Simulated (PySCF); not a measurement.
## Calculated data, AlClH

All values are calculated (PySCF 2.14.0). Calculation on a computer-drawn molecule: vertical ionisation energy to the stated ion spin, frozen-core CCSD(T) at the basis limit and cheaper methods, single-reference cases, UHF for radicals, no spin-orbit; all values are single points at the evaluated structure, the first of each entry, which is the reference or a displaced copy of it and isn't optimised; the reference structure only sets the zero of the energies above reference; triples share is (T) over the correlation energy.

Common to all runs: charge 0; multiplicity 2; ion multiplicity 1; diffuse functions no; basis cc-pV(n+d)Z; reference is the Hartree-Fock double-zeta minimum; best is HF at quadruple zeta + MP2 correlation extrapolated from triple and quadruple zeta + CCSD(T) minus MP2 at triple zeta; basis step is the size of the change from the same recipe one zeta lower.

```yaml
- entry: 1
  formula: AlClH
  evaluated_structure:
    atoms_angstrom:
      - [Al, -0.737, 1.2576, 0.7333]
      - [Cl, -1.981, 2.4661, 1.8559]
      - [H, 0.6367, 1.7424, 0.4324]
  reference_structure:
    atoms_angstrom:
      - [Al, -0.8144, 1.2443, 0.6852]
      - [Cl, -2.0581, 2.5107, 1.8654]
      - [H, 0.6614, 1.7676, 0.4309]
  given:
    drawn_bonds_atom: [1, 1]
    drawn_bonds_other_atom: [2, 3]
    drawn_bonds_order: [1, 1]
  results:
    "ionisation_energy_best [eV]": 8.08
    "ionisation_energy_basis_step [eV]": 0.04051
    "energy_above_reference_best [kcal/mol]": 2.282
    "energy_above_reference_basis_step [kcal/mol]": 0.1845
    triple_zeta_method: [HF, PBE, r2SCAN, B3LYP, wB97X, MP2, CCSD, "CCSD(T)"]
    "triple_zeta_ionisation_energy [eV]": [7.943, 8.045, 8.21, 8.162, 8.078, 8.006, 8.039, 8.025]
    "triple_zeta_energy_above_reference [kcal/mol]": [2.132, 3.137, 2.455, 2.621, 2.223, 2.123, 2.347, 2.45]
    "total_energy_HF_triple_zeta [hartree]": -702.0642
    "total_energy_CCSD(T)_triple_zeta [hartree]": -702.3466
    "total_energy_best [hartree]": -702.3948
    T1_diagnostic_at_triple_zeta: 0.01233
    D1_diagnostic_at_triple_zeta: 0.03493
    spin_squared_at_triple_zeta: 0.7545
    ion_T1_diagnostic_at_triple_zeta: 0.01481
    ion_D1_diagnostic_at_triple_zeta: 0.03742
    triples_share_at_triple_zeta: 0.03712
    basis_functions_triple_zeta: 92
    "dipole_magnitude_HF_at_triple_zeta [debye]": 1.421
    "dipole_magnitude_CCSD_unrelaxed_at_triple_zeta [debye]": 1.251
    "dipole_magnitude_PBE_at_triple_zeta [debye]": 1.125
    "dipole_magnitude_r2SCAN_at_triple_zeta [debye]": 1.19
    "dipole_magnitude_B3LYP_at_triple_zeta [debye]": 1.276
    "dipole_magnitude_wB97X_at_triple_zeta [debye]": 1.302
- entry: 2
  formula: AlClH
  evaluated_structure:
    atoms_angstrom:
      - [Al, -0.737, 1.2576, 0.7333]
      - [Cl, -2.0713, 2.5538, 1.9374]
      - [H, 0.6367, 1.7424, 0.4324]
  reference_structure:
    atoms_angstrom:
      - [Al, -0.8144, 1.2443, 0.6852]
      - [Cl, -2.0581, 2.5107, 1.8654]
      - [H, 0.6614, 1.7676, 0.4309]
  given:
    drawn_bonds_atom: [1, 1]
    drawn_bonds_other_atom: [2, 3]
    drawn_bonds_order: [1, 1]
  results:
    "ionisation_energy_best [eV]": 8.343
    "ionisation_energy_basis_step [eV]": 0.04762
    "energy_above_reference_best [kcal/mol]": 3.546
    "energy_above_reference_basis_step [kcal/mol]": 0.3628
    triple_zeta_method: [HF, PBE, r2SCAN, B3LYP, wB97X, MP2, CCSD, "CCSD(T)"]
    "triple_zeta_ionisation_energy [eV]": [8.243, 8.288, 8.469, 8.423, 8.364, 8.274, 8.306, 8.283]
    "triple_zeta_energy_above_reference [kcal/mol]": [3.191, 3.518, 3.568, 3.163, 3.567, 3.204, 3.364, 3.361]
    "total_energy_HF_triple_zeta [hartree]": -702.0625
    "total_energy_CCSD(T)_triple_zeta [hartree]": -702.3451
    "total_energy_best [hartree]": -702.3928
    T1_diagnostic_at_triple_zeta: 0.01306
    D1_diagnostic_at_triple_zeta: 0.03673
    spin_squared_at_triple_zeta: 0.755
    ion_T1_diagnostic_at_triple_zeta: 0.01714
    ion_D1_diagnostic_at_triple_zeta: 0.0433
    triples_share_at_triple_zeta: 0.03769
    basis_functions_triple_zeta: 92
    "dipole_magnitude_HF_at_triple_zeta [debye]": 2.326
    "dipole_magnitude_CCSD_unrelaxed_at_triple_zeta [debye]": 2.08
    "dipole_magnitude_PBE_at_triple_zeta [debye]": 1.906
    "dipole_magnitude_r2SCAN_at_triple_zeta [debye]": 2.005
    "dipole_magnitude_B3LYP_at_triple_zeta [debye]": 2.092
    "dipole_magnitude_wB97X_at_triple_zeta [debye]": 2.167
- entry: 3
  formula: AlClH
  evaluated_structure:
    atoms_angstrom:
      - [Al, -0.737, 1.2576, 0.7333]
      - [Cl, -2.1514, 2.6316, 2.0096]
      - [H, 0.6367, 1.7424, 0.4324]
  reference_structure:
    atoms_angstrom:
      - [Al, -0.8144, 1.2443, 0.6852]
      - [Cl, -2.0581, 2.5107, 1.8654]
      - [H, 0.6614, 1.7676, 0.4309]
  given:
    drawn_bonds_atom: [1, 1]
    drawn_bonds_other_atom: [2, 3]
    drawn_bonds_order: [1, 1]
  results:
    "ionisation_energy_best [eV]": 8.556
    "ionisation_energy_basis_step [eV]": 0.05629
    "energy_above_reference_best [kcal/mol]": 9.014
    "energy_above_reference_basis_step [kcal/mol]": 0.7125
    triple_zeta_method: [HF, PBE, r2SCAN, B3LYP, wB97X, MP2, CCSD, "CCSD(T)"]
    "triple_zeta_ionisation_energy [eV]": [8.493, 8.484, 8.681, 8.635, 8.604, 8.494, 8.522, 8.489]
    "triple_zeta_energy_above_reference [kcal/mol]": [8.662, 8.1, 8.817, 7.876, 9.002, 8.681, 8.774, 8.675]
    "total_energy_HF_triple_zeta [hartree]": -702.0538
    "total_energy_CCSD(T)_triple_zeta [hartree]": -702.3367
    "total_energy_best [hartree]": -702.3841
    T1_diagnostic_at_triple_zeta: 0.01382
    D1_diagnostic_at_triple_zeta: 0.03901
    spin_squared_at_triple_zeta: 0.7556
    ion_T1_diagnostic_at_triple_zeta: 0.01953
    ion_D1_diagnostic_at_triple_zeta: 0.05011
    triples_share_at_triple_zeta: 0.0382
    basis_functions_triple_zeta: 92
    "dipole_magnitude_HF_at_triple_zeta [debye]": 3.16
    "dipole_magnitude_CCSD_unrelaxed_at_triple_zeta [debye]": 2.834
    "dipole_magnitude_PBE_at_triple_zeta [debye]": 2.607
    "dipole_magnitude_r2SCAN_at_triple_zeta [debye]": 2.741
    "dipole_magnitude_B3LYP_at_triple_zeta [debye]": 2.829
    "dipole_magnitude_wB97X_at_triple_zeta [debye]": 2.956
- entry: 4
  formula: AlClH
  evaluated_structure:
    atoms_angstrom:
      - [Al, -0.8493, 1.2413, 0.6793]
      - [Cl, -2.0729, 2.581, 1.9032]
      - [H, 0.6415, 1.7866, 0.4642]
  reference_structure:
    atoms_angstrom:
      - [Al, -0.8144, 1.2443, 0.6852]
      - [Cl, -2.0581, 2.5107, 1.8654]
      - [H, 0.6614, 1.7676, 0.4309]
  given:
    drawn_bonds_atom: [1, 1]
    drawn_bonds_other_atom: [2, 3]
    drawn_bonds_order: [1, 1]
  results:
    "ionisation_energy_best [eV]": 8.483
    "ionisation_energy_basis_step [eV]": 0.04784
    "energy_above_reference_best [kcal/mol]": 0.9271
    "energy_above_reference_basis_step [kcal/mol]": 0.1894
    triple_zeta_method: [HF, PBE, r2SCAN, B3LYP, wB97X, MP2, CCSD, "CCSD(T)"]
    "triple_zeta_ionisation_energy [eV]": [8.418, 8.421, 8.613, 8.568, 8.527, 8.426, 8.451, 8.425]
    "triple_zeta_energy_above_reference [kcal/mol]": [0.9572, 0.4552, 0.8176, 0.6037, 0.9284, 0.9385, 0.8757, 0.8188]
    "total_energy_HF_triple_zeta [hartree]": -702.0660
    "total_energy_CCSD(T)_triple_zeta [hartree]": -702.3492
    "total_energy_best [hartree]": -702.3969
    T1_diagnostic_at_triple_zeta: 0.01373
    D1_diagnostic_at_triple_zeta: 0.04031
    spin_squared_at_triple_zeta: 0.7573
    ion_T1_diagnostic_at_triple_zeta: 0.01815
    ion_D1_diagnostic_at_triple_zeta: 0.04711
    triples_share_at_triple_zeta: 0.03793
    basis_functions_triple_zeta: 92
    "dipole_magnitude_HF_at_triple_zeta [debye]": 2.269
    "dipole_magnitude_CCSD_unrelaxed_at_triple_zeta [debye]": 2.02
    "dipole_magnitude_PBE_at_triple_zeta [debye]": 1.825
    "dipole_magnitude_r2SCAN_at_triple_zeta [debye]": 1.933
    "dipole_magnitude_B3LYP_at_triple_zeta [debye]": 2.023
    "dipole_magnitude_wB97X_at_triple_zeta [debye]": 2.073
- entry: 5
  formula: AlClH
  evaluated_structure:
    atoms_angstrom:
      - [Al, -0.8053, 1.2719, 0.753]
      - [Cl, -2.0145, 2.581, 1.9049]
      - [H, 0.6135, 1.6752, 0.4261]
  reference_structure:
    atoms_angstrom:
      - [Al, -0.8144, 1.2443, 0.6852]
      - [Cl, -2.0581, 2.5107, 1.8654]
      - [H, 0.6614, 1.7676, 0.4309]
  given:
    drawn_bonds_atom: [1, 1]
    drawn_bonds_other_atom: [2, 3]
    drawn_bonds_order: [1, 1]
  results:
    "ionisation_energy_best [eV]": 8.17
    "ionisation_energy_basis_step [eV]": 0.04291
    "energy_above_reference_best [kcal/mol]": 1.181
    "energy_above_reference_basis_step [kcal/mol]": 0.02233
    triple_zeta_method: [HF, PBE, r2SCAN, B3LYP, wB97X, MP2, CCSD, "CCSD(T)"]
    "triple_zeta_ionisation_energy [eV]": [8.045, 8.129, 8.299, 8.252, 8.178, 8.097, 8.13, 8.113]
    "triple_zeta_energy_above_reference [kcal/mol]": [0.9731, 1.626, 1.297, 1.274, 1.183, 0.9798, 1.135, 1.188]
    "total_energy_HF_triple_zeta [hartree]": -702.0660
    "total_energy_CCSD(T)_triple_zeta [hartree]": -702.3486
    "total_energy_best [hartree]": -702.3965
    T1_diagnostic_at_triple_zeta: 0.01267
    D1_diagnostic_at_triple_zeta: 0.03575
    spin_squared_at_triple_zeta: 0.7549
    ion_T1_diagnostic_at_triple_zeta: 0.0156
    ion_D1_diagnostic_at_triple_zeta: 0.03921
    triples_share_at_triple_zeta: 0.03739
    basis_functions_triple_zeta: 92
    "dipole_magnitude_HF_at_triple_zeta [debye]": 1.708
    "dipole_magnitude_CCSD_unrelaxed_at_triple_zeta [debye]": 1.516
    "dipole_magnitude_PBE_at_triple_zeta [debye]": 1.378
    "dipole_magnitude_r2SCAN_at_triple_zeta [debye]": 1.451
    "dipole_magnitude_B3LYP_at_triple_zeta [debye]": 1.539
    "dipole_magnitude_wB97X_at_triple_zeta [debye]": 1.58
- entry: 6
  formula: AlClH
  evaluated_structure:
    atoms_angstrom:
      - [Al, -0.7869, 1.3266, 0.7082]
      - [Cl, -1.9971, 2.5786, 1.7855]
      - [H, 0.6492, 1.7886, 0.4171]
  reference_structure:
    atoms_angstrom:
      - [Al, -0.8144, 1.2443, 0.6852]
      - [Cl, -2.0581, 2.5107, 1.8654]
      - [H, 0.6614, 1.7676, 0.4309]
  given:
    drawn_bonds_atom: [1, 1]
    drawn_bonds_other_atom: [2, 3]
    drawn_bonds_order: [1, 1]
  results:
    "ionisation_energy_best [eV]": 8.082
    "ionisation_energy_basis_step [eV]": 0.04014
    "energy_above_reference_best [kcal/mol]": 1.267
    "energy_above_reference_basis_step [kcal/mol]": 0.3046
    triple_zeta_method: [HF, PBE, r2SCAN, B3LYP, wB97X, MP2, CCSD, "CCSD(T)"]
    "triple_zeta_ionisation_energy [eV]": [7.949, 8.049, 8.215, 8.167, 8.086, 8.011, 8.041, 8.028]
    "triple_zeta_energy_above_reference [kcal/mol]": [1.265, 2.0, 1.403, 1.68, 1.197, 1.263, 1.405, 1.496]
    "total_energy_HF_triple_zeta [hartree]": -702.0655
    "total_energy_CCSD(T)_triple_zeta [hartree]": -702.3481
    "total_energy_best [hartree]": -702.3964
    T1_diagnostic_at_triple_zeta: 0.0125
    D1_diagnostic_at_triple_zeta: 0.03587
    spin_squared_at_triple_zeta: 0.7551
    ion_T1_diagnostic_at_triple_zeta: 0.01485
    ion_D1_diagnostic_at_triple_zeta: 0.03779
    triples_share_at_triple_zeta: 0.03717
    basis_functions_triple_zeta: 92
    "dipole_magnitude_HF_at_triple_zeta [debye]": 1.292
    "dipole_magnitude_CCSD_unrelaxed_at_triple_zeta [debye]": 1.13
    "dipole_magnitude_PBE_at_triple_zeta [debye]": 1.006
    "dipole_magnitude_r2SCAN_at_triple_zeta [debye]": 1.069
    "dipole_magnitude_B3LYP_at_triple_zeta [debye]": 1.158
    "dipole_magnitude_wB97X_at_triple_zeta [debye]": 1.169
- entry: 7
  formula: AlClH
  evaluated_structure:
    atoms_angstrom:
      - [Al, -0.7869, 1.3266, 0.7082]
      - [Cl, -1.9675, 2.548, 1.7592]
      - [H, 0.6492, 1.7886, 0.4171]
  reference_structure:
    atoms_angstrom:
      - [Al, -0.8144, 1.2443, 0.6852]
      - [Cl, -2.0581, 2.5107, 1.8654]
      - [H, 0.6614, 1.7676, 0.4309]
  given:
    drawn_bonds_atom: [1, 1]
    drawn_bonds_other_atom: [2, 3]
    drawn_bonds_order: [1, 1]
  results:
    "ionisation_energy_best [eV]": 7.991
    "ionisation_energy_basis_step [eV]": 0.03846
    "energy_above_reference_best [kcal/mol]": 3.177
    "energy_above_reference_basis_step [kcal/mol]": 0.5237
    triple_zeta_method: [HF, PBE, r2SCAN, B3LYP, wB97X, MP2, CCSD, "CCSD(T)"]
    "triple_zeta_ionisation_energy [eV]": [7.846, 7.965, 8.124, 8.076, 7.988, 7.919, 7.949, 7.938]
    "triple_zeta_energy_above_reference [kcal/mol]": [3.307, 4.144, 3.319, 3.768, 3.023, 3.285, 3.447, 3.573]
    "total_energy_HF_triple_zeta [hartree]": -702.0623
    "total_energy_CCSD(T)_triple_zeta [hartree]": -702.3448
    "total_energy_best [hartree]": -702.3934
    T1_diagnostic_at_triple_zeta: 0.01228
    D1_diagnostic_at_triple_zeta: 0.03545
    spin_squared_at_triple_zeta: 0.755
    ion_T1_diagnostic_at_triple_zeta: 0.0142
    ion_D1_diagnostic_at_triple_zeta: 0.03637
    triples_share_at_triple_zeta: 0.03698
    basis_functions_triple_zeta: 92
    "dipole_magnitude_HF_at_triple_zeta [debye]": 1.007
    "dipole_magnitude_CCSD_unrelaxed_at_triple_zeta [debye]": 0.8673
    "dipole_magnitude_PBE_at_triple_zeta [debye]": 0.7552
    "dipole_magnitude_r2SCAN_at_triple_zeta [debye]": 0.8113
    "dipole_magnitude_B3LYP_at_triple_zeta [debye]": 0.8987
    "dipole_magnitude_wB97X_at_triple_zeta [debye]": 0.8927
- entry: 8
  formula: AlClH
  evaluated_structure:
    atoms_angstrom:
      - [Al, -0.7869, 1.3266, 0.7082]
      - [Cl, -2.1703, 2.7578, 1.9397]
      - [H, 0.6492, 1.7886, 0.4171]
  reference_structure:
    atoms_angstrom:
      - [Al, -0.8144, 1.2443, 0.6852]
      - [Cl, -2.0581, 2.5107, 1.8654]
      - [H, 0.6614, 1.7676, 0.4309]
  given:
    drawn_bonds_atom: [1, 1]
    drawn_bonds_other_atom: [2, 3]
    drawn_bonds_order: [1, 1]
  results:
    "dipole_magnitude_PBE_at_triple_zeta [debye]": null
```

Question: What dipole magnitude PBE at triple zeta does the calculation give for AlClH (entry 8)?
Answer: 2.537 debye

Question: Give the table of triple zeta values for AlClH (entry 8).
Answer: 
Triple zeta:
```csv
method,ionisation energy (eV),energy above reference (kcal/mol)
HF,8.517,6.985
PBE,8.504,6.098
r2SCAN,8.702,6.963
B3LYP,8.657,6.09
wB97X,8.629,7.211
MP2,8.515,6.996
CCSD,8.542,6.992
CCSD(T),8.509,6.872
```

Further results for AlClH (entry 8):

- ionisation energy best: 8.575 eV
- ionisation energy basis step: 0.05593 eV
- energy above reference best: 7.207 kcal/mol
- energy above reference basis step: 0.66 kcal/mol
- total energy HF triple zeta: -702.0564 hartree
- total energy CCSD(T) triple zeta: -702.3395 hartree
- total energy best: -702.3869 hartree
- T1 diagnostic at triple zeta: 0.014
- D1 diagnostic at triple zeta: 0.03977
- spin squared at triple zeta: 0.7565
- ion T1 diagnostic at triple zeta: 0.01957
- ion D1 diagnostic at triple zeta: 0.05022
- triples share at triple zeta: 0.03829
- basis functions triple zeta: 92
- dipole magnitude HF at triple zeta: 3.079 debye
- dipole magnitude CCSD unrelaxed at triple zeta: 2.761 debye
- dipole magnitude r2SCAN at triple zeta: 2.667 debye
- dipole magnitude B3LYP at triple zeta: 2.758 debye
- dipole magnitude wB97X at triple zeta: 2.876 debye
